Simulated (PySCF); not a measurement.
Species: C₆H₆F₂O₃.
Cartesian coordinates in Å at the GFN2-xTB level; atoms count from 1:
```
atom  x, y, z in Å
C1     2.6559    0.4960    1.5443
C2     2.6679    0.4010    0.2275
O3     1.6548    0.0250   -0.6250
C4     0.4543   -0.4153   -0.2226
O5     0.1184   -0.5887    0.9251
C6    -0.3598   -0.7346   -1.4116
C7    -1.6867   -0.7311   -1.5522
O8    -2.6864   -0.3433   -0.7293
C9    -2.4539    0.3269    0.4398
F10   -3.6560    0.6955    0.9042
F11   -1.7652    1.4681    0.2092
H12    1.7927    0.2675    2.1410
H13    3.5455    0.8148    2.0563
H14    3.5394    0.6364   -0.3697
H15    0.2233   -1.0093   -2.2770
H16   -2.1312   -1.0519   -2.4863
H17   -1.9200   -0.2449    1.2164
```

Theory: PBE0/pcSseg-1 in PySCF (dipole) on a GFN2-xTB geometry, gas phase.

Take the most abundant isotopes and a rigid rotor. The values belong to one conformer with, in the numbering `[CH2:1]=[CH:2][O:3][C:4](=[O:5])/[CH:6]=[CH:7]\[O:8][CH:9]([F:10])[F:11]`, C1–C2–O3–C4 -5°, C2–O3–C4–O5 -3°, O3–C4–C6–C7 -153°, C6–C7–O8–C9 9°, C7–O8–C9–F10 172°.

Give the principal moments of inertia and the rotational constants in GHz.

Ia = 227.92, Ib = 780.55, Ic = 919.79 u·Å²; 505379 MHz·u·Å²/I gives 2217, 647.5 and 549.5 MHz, that is A = 2.2173, B = 0.6475, C = 0.5495 GHz.

What kind of rotor is it?

An asymmetric top. Ray's parameter κ = (2B − A − C)/(A − C) = -0.882; −1 is the prolate and +1 the oblate limit.

What does the inertial defect say?

Not planar: Δ = Ic − Ia − Ib = -88.68 u·Å². For a rigid frame Δ = −2 Σ m c², so Σ m c² = 44.34 u·Å² lies off the ab plane: 2.51 from hydrogen and 41.83 from heavier atoms. The atom farthest from that plane is 1.01 Å away.

Which lines would a microwave search look for?

The dipole components are |μa| = 1.81 D, |μb| = 2.04 D, |μc| = 0.06 D. The squared components, which scale the intensities, stand as 0.79 : 1.00 : 0.00 (a : b : c). Some lines, for components of 0.1 D or more:

```tsv
type	branch	J(Ka,Kc)	MHz	lower level (cm⁻¹)
b	R	2(0,2) ← 1(1,1)	820	0.092
a	R	1(0,1) ← 0(0,0)	1197	0.000
b	Q	1(1,0) ← 1(0,1)	1668	0.040
b	Q	2(1,1) ← 2(0,2)	1770	0.120
a	R	2(1,2) ← 1(1,1)	2296	0.092
a	R	2(0,2) ← 1(0,1)	2389	0.040
a	R	2(1,1) ← 1(1,0)	2492	0.096
b	R	1(1,1) ← 0(0,0)	2767	0.000
b	R	2(1,2) ← 1(0,1)	3866	0.040
b	Q	2(2,0) ← 2(1,1)	4714	0.179
b	Q	2(2,1) ← 2(1,2)	5004	0.169
b	R	2(2,1) ← 1(1,0)	7201	0.096
b	R	2(2,0) ← 1(1,1)	7304	0.092
```

No GFN2-xTB frequencies stand behind this structure, so it isn't proved a minimum. Zero-point vibration and centrifugal distortion are left out.
